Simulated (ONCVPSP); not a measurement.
## Cu (Z = 29): excitation energies, all-electron against ONCV

- Element: copper
- Generator: ONCVPSP 4.0.1
- Type: optimised norm-conserving Vanderbilt (ONCV)
- Functional: PW91
- Relativity: scalar-relativistic
- Frozen core: [Ne]
- Valence charge: 19
- Reference configuration: 3s2 3p6 3d10 4s0.75 (charge +0.25)
- Partial waves: 3s+4s: rc 1.45 bohr, ncon 3, nbas 7, qcut 10.2 1/bohr, 3 projectors, debl 1.8 Ha; 3p: rc 0.85 bohr, ncon 4, nbas 7, qcut 19.7 1/bohr, 2 projectors, debl 3.7 Ha; 3d: rc 1.55 bohr, ncon 5, nbas 9, qcut 11.3 1/bohr, 2 projectors, debl 1.7 Ha
- Local potential: polynomial inside 0.70 bohr (lpopt 5, dvloc0 6 Ha)
- Core correction: Teter function, fcfact 2.5, rcfact 1.35

Energies are relative to the spin-unpolarised reference configuration 3s2 3p6 3d10 4s0.75; without spin polarisation the order of configurations can differ from experiment.

```tsv
valence configuration	charge	ΔE all-electron (eV)	error AE − PS (meV)
3s2 3p6 3d10 4s1	0	-1.378	-0.8
3s2 3p6 3d10 4s0	+1	6.827	+2.7
3s1 3p6 3d10 4s1	+1	120.870	-558
```

Problem. What are ΔE and the potential's error for 3s2 3p6 3d9 4s0?

Solution. ΔE = 28.260 eV all-electron; the error (AE − PS) is +4.1 meV.

Levels in the configuration 3s2 3p6 3d10 4s0:

| level | all-electron (eV) | pseudo (eV) |
| --- | --- | --- |
| 3s | -123.337 | -123.336 |
| 3p | -80.861 | -80.851 |
| 3d | -13.750 | -13.756 |
